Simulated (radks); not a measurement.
Valence configurations of Si I (all share [Ne]). Calculated with a radial shooting solver on a logarithmic mesh with Libxc functionals: non-relativistic Kohn-Sham, PBEsol, spin-unpolarised, spherical densities, point nucleus. Energies are relative to 3s2 3p2; eigenvalues in eV.

valence      E (eV)   e(3p)    e(3s)
3s2 3p2       0.000  -4.066  -10.724
3s1.5 3p2.5   3.349  -4.366  -11.105
3s1 3p3       6.738  -4.649  -11.463
3s0.5 3p3.5  10.163  -4.917  -11.801
3p4          13.622  -5.171        -

NIST lists [Ne] 3s2 3p2 as the ground configuration; this level of theory agrees among the configurations tried. The energies are those of spherical spin-averaged densities, not of single terms.
